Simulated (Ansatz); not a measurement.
**Energy profile**

The step: BNH₄ ([BH2][NH2]) + HBr → BH₂Br ([BH2][Br]) + NH₃ (still joined by a long B–N bond); bonds formed: B1–Br6, N2–H5; bonds broken: H5–Br6; bonds weakened to dative contacts: B1–N2 (atoms numbered as in the saddle structure below).

```
8
angstrom
B -0.5405 -0.6452 0.2205
N -0.2751 0.7719 -0.1117
H -0.8831 -1.3621 -0.6619
H -0.5481 -0.9490 1.3683
H 0.9822 0.3776 -0.2389
Br 2.1897 -0.7891 -0.2008
H -0.3287 1.4631 0.6237
H -0.5965 1.1329 -0.9992
```

Electronic energies by CCSD(T) at an estimated basis limit (MP2 extrapolated from triple and quadruple zeta, plus CCSD(T) − MP2 in triple zeta), on PBE0-D4/def2-TZVP structures; BNH5Br, closed shell; no counterpoise correction. Program: Ansatz 0.2.0. Basis: def2-TZVPP and def2-QZVPP. Cores are frozen in the correlated methods. Filled d shells of the heavier atoms are correlated. The def2 sets are not built for correlating such inner shells, so the correlated values are less sure here. Extrapolation: Hartree–Fock as exp(−7.88 √X), correlation as X^−2.97.

Question: Give the profile in eV, counted from the separated reactants. (An estimate is asked for; the value comes from the calculation.)

Answer: The calculation gives:
```
                                                                                           point      eV
separated: BNH4 (linked as [BH2][NH2]; B1, N2, H3, H4, H7, H8; singlet) + HBr (H5, Br6; singlet)   0.000
                                                                                 start structure  -0.102
                                                                                          saddle   0.563
                                                                                   end structure  -0.795
separated: BH2Br (linked as [BH2][Br]; B1, H3, H4, Br6; singlet) + NH3 (N2, H5, H7, H8; singlet)   0.563
```

The T1 diagnostic stays at or below 0.013.

For scale, one of the runs: CCSD(T)/def2-TZVPP, 180 basis functions, launched by `ansatz run in.yaml --threads 4 --pin off --events-out ev --progress --plain --max-ram 9574MiB`. Hardware: 4 CPU threads of an Intel Xeon 6975P-C, shared host. Wall time 11 s; peak host memory 1.9 GiB.
